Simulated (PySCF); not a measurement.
A geometry optimisation on `C#[C][SnH2][PH2]`.

Method: PBE0-D3(BJ)/def2-SVP geometry optimisation, gas phase, def2 core potentials past Kr (PySCF 2.14.0). Start geometry: GFN2-xTB. The input is one job of a driver script: a line of settings, then coordinates in Å.

Input:
```
{"job": {"xc": "PBE0", "basis": "def2-SVP", "d3": "d3bj", "grid": 1, "maxiter": 30, "shake": 0.01, "kind": "geom"}, "charge": 0, "multiplicity": 1}
C     -2.707440     0.250870     0.157570
C     -1.599850    -0.124690     0.113540
Sn     0.370500    -0.741040     0.037450
P      1.930180     1.204910     0.441870
H     -3.729660     0.602110     0.177200
H      0.533850    -1.910230     1.243450
H      0.549870    -1.574760    -1.425940
H      3.042480     0.531910     0.012740
H      1.667870     1.743770    -0.791620
```

Output:
```
step   0  E = -634.38517579  max force = 0.108006
step   1  E = -634.39389372  max force = 0.011950
step   2  E = -634.39452554  max force = 0.002167
step   3  E = -634.39457099  max force = 0.000847
step   4  E = -634.39457655  max force = 0.000674
step   5  E = -634.39458058  max force = 0.000220
optimisation converged
```

Energies in Eh; «max force» is the largest Cartesian gradient component in Eh/bohr.

Q: Give the first gradient maximum in eV/Å.

A: With 1 Eh/bohr = 51.422 eV/Å, 5.554 eV/Å.

Main results: final energy -634.39458 Eh after 5 steps; dipole 0.89 D.

Q: How long does this job take on an AMD EPYC 7R13 with one thread, no GPU, shared host? And the peak memory of the process?

A: About 20 s, with 0.41 GiB resident at the peak, the Python interpreter and its libraries included.
Labels such as C1 count atoms from 1, the log's own numbers from 0.
